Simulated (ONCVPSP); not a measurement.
## niobium: one change to an ONCV potential, before and after

| Property | Result |
| --- | --- |
| Element | Nb |
| Generator | ONCVPSP 4.0.1 |
| Type | optimised norm-conserving Vanderbilt (ONCV) |
| Functional | LDA (Perdew-Zunger) |
| Relativity | scalar-relativistic |
| Frozen core | [Ar] 3d10 |
| Valence charge | 13 |
| Reference configuration | 4s2 4p6 4d4 5s1 |
| Partial waves | 4s+5s: rc 2.25 bohr, ncon 3, nbas 7, qcut 4.4 1/bohr, 3 projectors, debl 1.2 Ha; 4p: rc 1.75 bohr, ncon 5, nbas 9, qcut 7.3 1/bohr, 2 projectors, debl 3.2 Ha; 4d: rc 2.85 bohr, ncon 5, nbas 9, qcut 5.3 1/bohr, 2 projectors, debl 3.2 Ha |
| Local potential | polynomial inside 1.50 bohr (lpopt 3, dvloc0 0 Ha) |
| Core correction | none |

Change: local potential polynomial inside 1.75 bohr (lpopt 3, dvloc0 4 Ha).

Cutoffs: the cutoffs (Ha) at which the residual kinetic energy of the hardest occupied pseudo-wave falls to 1 and 0.1 mHa per electron; they do not see the model core or the augmentation charge, which bear on the density cutoff. Errors are all-electron minus pseudo energies relative to the spin-unpolarised reference configuration.

Problem. What does the change do?

Solution. The potential gets neither clearly harder nor softer (19 Ha and 24 Ha → 19 Ha and 24 Ha); of the 3 tests that both files solve, the error grows in 0 and shrinks in 2 by more than 15 % and 0.3 meV (median size 4.2 → 0.6 meV); the range in which the d phases agree narrows (upper end at the end of the scan → 0.8); neither file shows a bound ghost.

```csv
quantity,base,changed
"cutoff, loose",19 Ha,19 Ha
"cutoff, tight",24 Ha,24 Ha
bound ghosts,none,none
GHOST(+) flags under 300 eV,none,none
tests with a reliable result,3 of 4,3 of 4
"error for 4s2 4p6 4d4 5s0, meV [ΔE 6.92 eV]",-0.5,-0.6
"error for 4s2 4p6 4d3 5s0, meV [ΔE 21.19 eV]",+4.2,+0.4
"error for 4s2 4p6 4d3 5s1, meV [ΔE 7.21 eV]",+10.0,+8.3
s: phases at 2.28 bohr within 0.05 rad from the reference energy up to (Ha; the scan ends near 5),4.8,to the end of the scan
p: phases at 1.77 bohr within 0.05 rad from the reference energy up to (Ha; the scan ends near 5),to the end of the scan,to the end of the scan
d: phases at 2.89 bohr within 0.05 rad from the reference energy up to (Ha; the scan ends near 5),to the end of the scan,0.8
```
